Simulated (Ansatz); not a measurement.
`F/C=[CH]/[AlH2]` + `[NH2][AlH2]` → `[AlH2][NH][AlH2]` + `C=CF` at 400 K and 1 bar (ligand exchange at the Al–C bond).

Gas-phase electronic energies from Ansatz, PBE0-D4/def2-TZVP geometries. CCSD(T)/CBS is the MP2 limit (def2-TZVPP, def2-QZVPP) plus CCSD(T) − MP2 in def2-TZVPP, frozen cores. This one scheme is used for every species.

```
           species  CCSD(T)/CBS energy (Eh)  H − E (kJ/mol)  S (J/(mol·K))
 `F/C=[CH]/[AlH2]`               -420.27327           152.2          335.2
     `[NH2][AlH2]`               -299.14566           122.0          272.0
`[AlH2][NH][AlH2]`               -541.78272           141.1          336.1
            `C=CF`               -177.66469           132.8          268.3
```

H − E and S are ideal-gas, rigid-rotor, harmonic terms from PBE0-D4/def2-TZVP. 1 Eh = 2625.50 kJ/mol, R = 8.31446 J/(mol·K).

Task: By hand: ΔE, ΔH, ΔS and ΔG.

Result: ΔE = (-541.78272) + (-177.66469) − (-420.27327) − (-299.14566) = -0.02848 Eh = -74.8 kJ/mol. Δ(H − E) = 141.1 + 132.8 − 152.2 − 122.0 = -0.3, so ΔH = -75.1 kJ/mol. ΔS = 336.1 + 268.3 − 335.2 − 272.0 = -2.8 J/(mol·K). ΔG = -75.1 − 400 × (-2.8)/1000 = -74.0 kJ/mol.

Task: By hand: the equilibrium constant, and the temperature at which ΔG would vanish if ΔH and ΔS stayed fixed.

Result: log₁₀ K = −ΔG/(RT ln 10) = 9.7. ΔG = 0 at ΔH/ΔS = 26821 K, far beyond where these terms or the molecules hold.

The number of gas molecules stays the same, so ΔS is small and ΔH decides. A doubt of 5 kJ/mol in ΔE shifts log₁₀ K by 0.7 here. These are equilibria of isolated gas molecules and say nothing of rates. Largest T1 diagnostic: 0.012 (customary marks: 0.02 for closed shells, 0.045 for open ones).
